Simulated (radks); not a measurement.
The numbers below are computed, except where a source is named.
Neutral iridium, configuration [Xe] 4f14 5d6 6s2 6p1 (not the ground configuration). Level of theory: Dirac Kohn-Sham, PBE, spin-unpolarised, spherical densities, point nucleus; open shells are shared between the two j in proportion to 2j + 1 (a radial shooting solver on a logarithmic mesh with Libxc functionals). Some entries of the table are withheld. Estimate them.

orbital      occ.  eigenvalue (eV)  r(max) (bohr)  <r> (bohr)
1s1/2           2        -76025.96        0.01081     0.01743
2s1/2           2        -13293.22        0.06249     0.07295
2p1/2           2        -12732.34        0.04620     0.06017
2p3/2           4        -11104.54        0.05336     0.06848
3s1/2           2        -3112.587         0.1759      0.1899
3p1/2           2        -2861.712            (1)      0.1801
3p3/2           4        -2505.277            (2)      0.1954
3d3/2           4        -2087.172         0.1397         (3)
3d5/2           6        -2010.162         0.1437         (4)
4s1/2           2        -667.7801         0.3977      0.4232
4p1/2           2              (5)         0.3965         (6)
4p3/2           4              (7)         0.4268         (8)
4d3/2           4        -304.4770         0.4211      0.4719
4d5/2           6        -288.8334         0.4306      0.4832
5s1/2           2        -102.4279         0.8911      0.9766
5p1/2           2         -69.1288         0.9462       1.061
4f5/2           6         -68.5673            (9)      0.5311
4f7/2           8         -65.4470           (10)      0.5388
5p3/2           4         -55.4119          1.026       1.158
5d3/2         2.4         -11.5836          1.262        (11)
5d5/2         3.6         -10.2521          1.300        (12)
6s1/2           2          -8.3914          2.319       2.740
6p1/2    0.333333          -3.0128          2.909       3.689
6p3/2    0.666667          -2.1896          3.283       4.221

Answer. 
(1) 3p1/2 r(max) (bohr): 0.1644
(2) 3p3/2 r(max) (bohr): 0.1790
(3) 3d3/2 <r> (bohr): 0.1705
(4) 3d5/2 <r> (bohr): 0.1752
(5) 4p1/2 eigenvalue (eV): -561.9809
(6) 4p1/2 <r> (bohr): 0.4267
(7) 4p3/2 eigenvalue (eV): -477.6873
(8) 4p3/2 <r> (bohr): 0.4604
(9) 4f5/2 r(max) (bohr): 0.3927
(10) 4f7/2 r(max) (bohr): 0.3974
(11) 5d3/2 <r> (bohr): 1.603
(12) 5d5/2 <r> (bohr): 1.666
